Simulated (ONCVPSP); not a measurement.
## Transferability test, ONCV potential for S

ONCVPSP 4.0.1 input, shortened (lines: element, Z, core and valence counts, functional; n l f; lmax; l rc ep ncon nbas qcut; lloc lpopt rc5 dvloc0; l nproj debl; icmod fcfact rcfact), PBE, scalar-relativistic:

```
  S 16.00    3    2        4      upf
    1    0    2.00
    2    0    2.00
    2    1    6.00
    3    0    2.00
    3    1    4.00
    2
    0    1.20    0.00    4    7    6.10
    1    1.40    0.00    4    8    5.00
    2    1.20    0.08    4    9    8.30
    4    2    0.80    0.00
    0    2    3.40
    1    2    3.70
    2    2    0.60
    1    0.55    0.00
```

Energies are relative to the spin-unpolarised reference configuration 3s2 3p4; without spin polarisation the order of configurations can differ from experiment.

```csv
valence configuration,charge,ΔE all-electron (eV),error AE − PS (meV)
3s2 3p3,+1,11.769,+0.8
3s2 3p3.5,+0.5,4.660,-0.1
```

Q: What are ΔE and the potential's error for 3s2 3p2?

A: ΔE = 34.052 eV all-electron; the error (AE − PS) is +10 meV.

Q: What are ΔE and the potential's error for 3s2 3p1?

A: ΔE = 68.094 eV all-electron; the error (AE − PS) is +44 meV.

Levels in the configuration 3s2 3p3:

```csv
level,all-electron (eV),pseudo (eV)
3s,-27.630,-27.625
3p,-16.796,-16.791
```

Note: ghosts flagged at negative energy: s at -172.1 eV; no localised positive-energy state flagged. A true bound ghost makes a file unfit for plane-wave use.
